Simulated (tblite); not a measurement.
A tight-binding relaxation on `F[C@@H](Br)CCOC1=CC1`.

Computed with GFN2-xTB geometry optimisation, gas phase (tblite 0.8.0). Start geometry: from a force field or distance geometry. The command runs a driver script over a list of jobs; the input below is this job's line of settings and its coordinates in Å.

Command:
```bash
OMP_NUM_THREADS=1 python probes_run.py task.json out
```

Input:
```
{"job": {"kind": "relax", "xc": "GFN2-xTB", "basis": "xTB"}, "charge": 0, "multiplicity": 1}
F     -2.553100     0.927000     1.013800
C     -2.095200    -0.338200     1.073800
Br    -3.488400    -1.502700     1.780600
C     -1.690700    -0.797400    -0.313300
C     -0.545900     0.038400    -0.840500
O      0.600400    -0.172500    -0.029400
C      1.634000     0.599100    -0.508600
C      2.857800     0.081500    -0.660300
C      2.728100     1.172300     0.241400
H     -1.274500    -0.378900     1.810100
H     -1.386000    -1.859200    -0.275300
H     -2.546100    -0.724500    -0.987400
H     -0.827400     1.103700    -0.841000
H     -0.322100    -0.273300    -1.879900
H      3.059600    -0.963900    -0.526300
H      3.077900     2.138100    -0.081700
H      2.764500     0.962500     1.299900
```

Output:
```
step      E/eV     max force
  0    -806.49711    3.692
  1    -806.70525    2.925
  2    -806.88896    1.405
  3    -807.09962    1.782
  4    -807.27761    1.527
  5    -807.45812    1.373
  6    -807.62642    1.337
  7    -807.78947    0.992
  8    -807.88393    0.834
  9    -807.95687    0.741
... (85 lines left out)
 95    -808.44531    0.065
 96    -808.44563    0.067
 97    -808.44592    0.039
 98    -808.44604    0.028
 99    -808.44613    0.023
100    -808.44618    0.016
101    -808.44622    0.014
102    -808.44626    0.015
103    -808.44630    0.011
104    -808.44632    0.007
```

«max force» is the largest atomic force in eV/Å.

Question: From which step on does the largest force stay under 0.1 eV/Å, and how much energy is left to gain from there?

Answer: From step 93 (0.090 eV/Å), 2.8 meV above the end.

In short: energy lowered by 44.9 kcal/mol over 104 steps; largest atomic force 0.007 eV/Å at the end.

Hardware: an Arm Neoverse N1 with one thread, shared host with 64 logical CPUs at a one-minute load of 56. Cost: 1.5 s wall.
Labels such as C1 count atoms from 1, the log's own numbers from 0.
